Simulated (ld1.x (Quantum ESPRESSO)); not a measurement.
# Which change was made? (I, TM)

iodine, norm-conserving Troullier–Martins (Kleinman–Bylander form), made with ld1.x (Quantum ESPRESSO) 7.5 (LDA (PZ), scalar-relativistic). Core [Kr] 4d10, reference 5s2 5p4.75 (charge +0.25). Waves: 5s (bound): rc 1.55 bohr; 5p (bound): rc 1.60 bohr. Local part: the p channel. Core correction: none.

Cutoffs, loose and tight: the cutoffs (Ry, on a coarse ladder) from which the occupation-weighted sum of valence levels, in a spherical-Bessel basis at the reference potential, stays within 10 and 1 mRy of its value at 400 Ry. They do not see the model core or the augmentation charge, which bear on the density cutoff. Test errors are all-electron minus pseudo excitation energies from the reference, over the configurations 5s2 5p5; 5s2 5p4; 5s2 5p3; 5s2 5p4.5; 5s2 5p5.3; 5s1 5p5; 5s2 5p2 (two spin-polarised tests are not counted in the largest error); variants that change the core or the reference have their own tests.

The base gives: outcome: generated; cutoff, loose: 55 Ry; cutoff, tight: 110 Ry; bound ghosts: s; largest test error (meV): +54.

Task: After one change the result is: outcome: generated; cutoff, loose: 35 Ry; cutoff, tight: 70 Ry; bound ghosts: s; largest test error (meV): +537. Which change was it?
A. all radii scaled by about 0.84 (s 1.30, p 1.34 bohr)
B. all radii scaled by about 1.39 (s 2.16, p 2.22 bohr)
C. all radii scaled by about 1.10 (s 1.70, p 1.76 bohr)

Result: C. The others give: all radii scaled by about 1.39 (s 2.16, p 2.22 bohr) → outcome: generated; cutoff, loose: 30 Ry; cutoff, tight: 45 Ry; bound ghosts: none; largest test error (meV): +86 | all radii scaled by about 0.84 (s 1.30, p 1.34 bohr) → outcome: generated; cutoff, loose: 160 Ry; cutoff, tight: 230 Ry; bound ghosts: none; largest test error (meV): +208.
